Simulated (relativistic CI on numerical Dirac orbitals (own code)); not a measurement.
## Radial parameters of Er LXI

These numbers are calculated, not measured: Dirac-Coulomb-Breit CI, KLI orbitals optimised for each configuration, model QED (radiative potential, 1s self-energy scaled to tabulated hydrogen-like ionisation energies), unscaled Slater integrals (own radial code, finite nucleus).

Slater integrals F^k, G^k are unscaled and averaged over j, outside the closed core 1s2; ζ comes from projecting the Hamiltonian with its Breit term on Σ l·s of the shell.

- 2s2 2p4: F^2(2p,2p) = 1.2769e+06, ζ(2p) = 5.1452e+06 cm⁻¹; <r>(2p) = 0.07372, <r^2>(2p) = 0.006621 (bohr units).
- 2s 2p5: G^1(2s,2p) = 1.3753e+06, ζ(2p) = 5.1313e+06 cm⁻¹; <r>(2s) = 0.0836, <r^2>(2s) = 0.008287, <r>(2p) = 0.07381, <r^2>(2p) = 0.006637 (bohr units).
- 2p5 3s: ζ(2p) = 5.1825e+06, G^1(2p,3s) = 137800 cm⁻¹; <r>(2p) = 0.07355, <r^2>(2p) = 0.00659, <r>(3s) = 0.1975, <r^2>(3s) = 0.04458 (bohr units).

Averages of the first 10 configurations, taken without configuration mixing, which lowers the lowest level and can move excited configurations by several eV; other configurations of the list can lie among them:

| Configuration | Parity | States | Average energy above the lowest level (eV) |
| --- | --- | --- | --- |
| 2s2 2p4 | even | 15 | 646.4 |
| 2s 2p5 | odd | 12 | 1657.6 |
| 2p6 | even | 1 | 2724.8 |
| 2p5 3s | odd | 12 | 10239.4 |
| 2p5 3p | even | 36 | 10521.6 |
| 2p5 3d | odd | 60 | 10766.6 |
| 2s2 2p3 3s | odd | 40 | 8228.2 |
| 2s2 2p3 3p | even | 120 | 8520.6 |
| 2s2 2p3 3d | odd | 200 | 8765.9 |
| 2s 2p4 3s | even | 60 | 9205.6 |
